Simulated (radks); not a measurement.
The numbers below are computed, except where a source is named.
Initial-state core-level shifts of the praseodymium ion Pr3+ when its valence configuration changes from [Xe] 4f2. Code: a radial shooting solver on a logarithmic mesh with Libxc functionals. Model: scalar-relativistic Kohn-Sham, r2SCAN, spin-polarised, spherical densities, finite nucleus; open shells are filled with parallel spins first (spin-orbit coupling, left out, can overturn this in heavy ions); meta-GGA in the generalised Kohn-Sham scheme; Fermi nuclear charge, rms radius 4.8919 fm. Shifts are changes of the shell-averaged eigenvalues in eV (positive: less bound); the change of the density at the nucleus, which sets a Mossbauer isomer shift, is in e/bohr^3, on a base of 4.334e+05.

valence	2s	2p	4d	5s	density at nucleus
4f1 5d1	-8.696	-8.566	-8.248	-3.787	+25.80
4f1 6s1	-12.130	-12.000	-11.520	-6.708	+73.01
4f1 6p1	-13.145	-13.015	-12.524	-7.677	+33.51
5d1 6p1	-22.851	-22.567	-21.437	-11.574	+62.64
4f1 6s0.5 6p0.5	-12.640	-12.510	-12.025	-7.198	+52.17
4f1.5 5d0.5	-4.242	-4.180	-4.054	-1.888	+12.48
5d2	-18.195	-17.913	-16.987	-7.581	+54.84
5d1 6s1	-21.865	-21.582	-20.458	-10.630	+106.63
6s2	-25.667	-25.384	-24.020	-13.702	+159.47
